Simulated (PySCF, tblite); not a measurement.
Isomers of C6H4Cl2F (doublet state). Computed with GFN2-xTB (tblite): harmonic, unscaled wavenumbers at the GFN2-xTB geometry, gas phase. Against measured fundamentals such values can be off by several per cent, at times by over 20. One conformer each. Open shells enter through the occupations alone, without spin polarisation, and single modes of such species can be off by tens of per cent.

Electronic energies: B3LYP/pcH-1 single points on the GFN2-xTB geometries (PySCF, gas phase).

```
                      SMILES  electronic energy, lowest = 0 (kcal/mol)
       C[C]1C=C(Cl)C(Cl)=C1F                                       0.0
[CH2][C@@H]1C=C(Cl)C(Cl)=C1F                                      27.5
   C[C@H]1[C]=C(Cl)C(Cl)=C1F                                      42.2
```

Problem. How do GFN2-xTB zero-point energies change the relative energies?

Solution. 
```
                      SMILES  ZPE (kcal/mol)  of it from modes above 1550 cm⁻¹  electronic (kcal/mol)  with ZPE, lowest = 0 (kcal/mol)  lowest mode (cm⁻¹)  rings
       C[C]1C=C(Cl)C(Cl)=C1F            49.4                              19.7                    0.0                              0.0                  36      1
[CH2][C@@H]1C=C(Cl)C(Cl)=C1F            48.3                              22.3                   27.5                             26.4                  69      1
   C[C@H]1[C]=C(Cl)C(Cl)=C1F            50.0                              21.9                   42.2                             42.8                  88      1
```

The zero-point energies span 1.7 kcal/mol, from `[CH2][C@@H]1C=C(Cl)C(Cl)=C1F` to `C[C@H]1[C]=C(Cl)C(Cl)=C1F`. The order is unchanged.

Problem. And how do the electronic energies of GFN2-xTB itself compare?

Solution. `C[C]1C=C(Cl)C(Cl)=C1F` 0.0; `[CH2][C@@H]1C=C(Cl)C(Cl)=C1F` 37.4; `C[C@H]1[C]=C(Cl)C(Cl)=C1F` 46.9 kcal/mol, lowest = 0. Against the energies above, taken from the same isomer `C[C]1C=C(Cl)C(Cl)=C1F`, the largest difference is 9.9 kcal/mol.
